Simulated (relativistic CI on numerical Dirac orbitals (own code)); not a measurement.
# Ligand-field terms of d8

Computed with a parametric ligand-field model of a d^n configuration (Racah B and C, spin-orbit zeta, crystal field), exact diagonalisation.

Field parameters in Wybourne normalisation: Td as Oh with Dq negative (B⁴₀ = 21Dq, B⁴₄ = √(5/14) B⁴₀). The field is a parameter set, without covalency.

Ground term and bands for B = 380, C = 1610, ζ = 0 cm⁻¹, Td, 10Dq = -2430 cm⁻¹?

Ground term 3T1 with 3.89 electrons in the two orbitals of the cubic e set. Spin-allowed: 3T2 2074 cm⁻¹, 3A2 4504 cm⁻¹ (2220 nm), 3T1 7417 cm⁻¹ (1348 nm). Lowest spin-forbidden: 1T2 5640 cm⁻¹ (1773 nm), 1E 5925 cm⁻¹ (1688 nm), 1T2 8977 cm⁻¹ (1114 nm).

Ground term and bands for B = 380, C = 1610, ζ = 0 cm⁻¹, Td, 10Dq = -3120 cm⁻¹?

Ground term 3T1 with 3.91 electrons in the two orbitals of the cubic e set. Spin-allowed: 3T2 2696 cm⁻¹, 3A2 5816 cm⁻¹ (1719 nm), 3T1 7973 cm⁻¹ (1254 nm). Lowest spin-forbidden: 1T2 5686 cm⁻¹ (1759 nm), 1E 5934 cm⁻¹ (1685 nm), 1T2 9486 cm⁻¹ (1054 nm).

Ground term and bands for B = 380, C = 1610, ζ = 0 cm⁻¹, Td, 10Dq = -8250 cm⁻¹?

Ground term 3T1 with 3.97 electrons in the two orbitals of the cubic e set. Spin-allowed: 3T2 7540 cm⁻¹ (1326 nm), 3T1 12529 cm⁻¹ (798 nm), 3A2 15790 cm⁻¹ (633 nm). Lowest spin-forbidden: 1T2 5715 cm⁻¹ (1750 nm), 1E 5823 cm⁻¹ (1717 nm), 1A1 12100 cm⁻¹ (826 nm).

Ground term and bands for B = 380, C = 1610, ζ = 0 cm⁻¹, Td, 10Dq = -5850 cm⁻¹?

Ground term 3T1 with 3.95 electrons in the two orbitals of the cubic e set. Spin-allowed: 3T2 5240 cm⁻¹ (1908 nm), 3T1 10331 cm⁻¹ (968 nm), 3A2 11090 cm⁻¹ (902 nm). Lowest spin-forbidden: 1T2 5730 cm⁻¹ (1745 nm), 1E 5879 cm⁻¹ (1701 nm), 1A1 11498 cm⁻¹ (870 nm).

Ground term and bands for B = 380, C = 1610, ζ = 0 cm⁻¹, Td, 10Dq = -7220 cm⁻¹?

Ground term 3T1 with 3.96 electrons in the two orbitals of the cubic e set. Spin-allowed: 3T2 6548 cm⁻¹ (1527 nm), 3T1 11576 cm⁻¹ (864 nm), 3A2 13768 cm⁻¹ (726 nm). Lowest spin-forbidden: 1T2 5723 cm⁻¹ (1747 nm), 1E 5846 cm⁻¹ (1711 nm), 1A1 11879 cm⁻¹ (842 nm).
